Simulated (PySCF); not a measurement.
# C₆ coefficients of unlike pairs at PBE

Calculated with PySCF 2.14 from the dipole response of each species, C₆(A,B) = (3/π) ∫ α_A(iu) α_B(iu) du, in atomic units, from isotropic polarisabilities. For ions this is the dispersion term alone; charge-induced terms of lower order in 1/R come first.

```json
{"species": "Mg", "configuration": "[Ne] 3s2 (1S)", "basis": "x2c-QZVPPall with one added diffuse shell each of s, p, d, f type (10s7p6d3f)", "relativity": "spin-free X2C", "α (bohr³)": "73.82", "C₆ (like pair)": "656.7"}
{"species": "F³⁺", "configuration": "[He] 2s2 2p2 (3P)", "basis": "dyall-acv3z (15s9p4d2f)", "relativity": "spin-free X2C", "α (bohr³)": "0.9373", "C₆ (like pair)": "0.8466"}
{"species": "F⁺", "configuration": "[He] 2s2 2p4 (3P)", "basis": "aug-cc-pwCVQZ (9s8p6d4f2g)", "relativity": "none", "α (bohr³)": "1.890", "C₆ (like pair)": "3.547"}
{"species": "C³⁺", "configuration": "[He] 2s1 (2S)", "basis": "dyall-av2z (11s7p2d)", "relativity": "none", "α (bohr³)": "3.099", "C₆ (like pair)": "2.446"}
```

(1) Estimate C₆ for C³⁺ with Mg.

No spin-orbit coupling is included.

The other pairs:

```json
{"pair": "F⁺, F³⁺", "C₆": "1.730"}
{"pair": "C³⁺, F³⁺", "C₆": "1.193"}
{"pair": "F³⁺, Mg", "C₆": "15.05"}
{"pair": "C³⁺, F⁺", "C₆": "2.448"}
{"pair": "F⁺, Mg", "C₆": "30.71"}
```

## Answers

(1) The integral gives 37.44. The combination rule 2 C_A C_B / (C_A α_B/α_A + C_B α_A/α_B) gives 37.43 and the geometric mean 40.08.
